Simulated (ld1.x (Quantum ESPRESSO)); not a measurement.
# u(r) = r·R(r): atom against pseudo-atom (N (Z = 7))

Columns: radius, all-electron u(r) and pseudo u(r) of the 2p shell (level -7.46 eV) of nitrogen in the configuration [He] 2s1 2p4; PBEsol, scalar-relativistic, ultrasoft scheme, ld1.x (Quantum ESPRESSO) 7.5.

```csv
r (bohr),all-electron,pseudo
0.088,0.0588,0.0114
0.175,0.1768,0.0444
0.262,0.3070,0.0966
0.350,0.4295,0.1655
0.438,0.5340,0.2457
0.525,0.6176,0.3312
0.612,0.6820,0.4174
0.700,0.7290,0.5002
0.788,0.7599,0.5742
0.875,0.7769,0.6353
0.962,0.7828,0.6821
1.050,0.7797,0.7140
1.138,0.7695,0.7308
1.225,0.7538,0.7339
1.312,0.7342,0.7257
1.400,0.7112,0.7087
1.487,0.6864,0.6862
1.575,0.6598,0.6601
1.662,0.6328,0.6328
1.750,0.6050,0.6050
1.838,0.5772,0.5772
1.925,0.5499,0.5499
2.012,0.5231,0.5231
2.100,0.4966,0.4966
2.188,0.4708,0.4708
2.275,0.4462,0.4462
```

(1) How many radial nodes do the two functions have?

(2) At about which radius was the pseudo-wave matched?

(3) Is the pseudo-wave norm-conserving?

Results:

(1) The all-electron 2p function has n − l − 1 = 0; the pseudo-wave has 0.

(2) 1.75 bohr. The columns agree to 0.0005 from 1.49 bohr on; several derivatives are matched, so the curves merge somewhat inside the radius.

(3) No, it belongs to an ultrasoft set: the norm inside the radius is not constrained, and the difference is carried by the augmentation charge.
